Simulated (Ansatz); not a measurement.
Consider the homolysis of the H–Si bond: `Cl[SiH2][S][GeH2][Cl]` → H• + `Cl[SiH][S][GeH2][Cl]`•.

Isolated molecules relaxed with PBE0-D4/def2-TZVP in Ansatz; ΔE leaves out vibrations. CCSD(T)/CBS is the MP2 limit (def2-TZVPP, def2-QZVPP) plus CCSD(T) − MP2 in def2-TZVPP, frozen cores. This one scheme is used for every species, atoms too. DFT in def2-TZVPP. B3LYP here is the variant with VWN-RPA as its local correlation; programs differ in this. Open shells (•) are unrestricted, without spin–orbit coupling. For Ge outer-core shells are correlated without core-valence functions, so the limit isn't a true one: a few kJ/mol of doubt a bond, and 10 to 20 or more in all where bonds break to atoms. Scalar relativity is left out up to krypton. One conformer a species, not always the lowest.

```csv
level,ΔE (kcal/mol),difference from CCSD(T)/CBS
PBE0-D4,89.5,-6.4
B3LYP-D4,92.1,-3.8
ωB97X-V,95.1,-0.8
ωB97M-V,95.3,-0.6
PBE,87.5,-8.4
r2SCAN,89.6,-6.3
B3LYP,92.0,-3.9
HF/def2-TZVPP,76.0,-19.9
MP2/def2-TZVPP,92.2,-3.7
SCS-MP2/def2-TZVPP,95.2,-0.7
CCSD/def2-TZVPP,94.3,-1.6
CCSD(T)/def2-TZVPP,94.2,-1.7
SCS-MP2/def2-QZVPP,96.5,0.6
HF/CBS(def2),76.0,-19.9
MP2/CBS(def2),93.9,-2.0
CCSD/CBS(def2),96.1,0.2
CCSD(T)/CBS,95.9,0
```

Largest T1 diagnostic among the species: 0.013.

In def2-TZVPP, CCSD(T) changes the Hartree–Fock value by +18.2 kcal/mol (the triples alone add −0.2 kcal/mol) and MP2 by +16.2 kcal/mol; breaking electron pairs costs correlation energy, which Hartree–Fock lacks. From PBE to PBE0 (25 % exact exchange), in def2-TZVPP and without D4, ΔE moves by +2.0 kcal/mol.
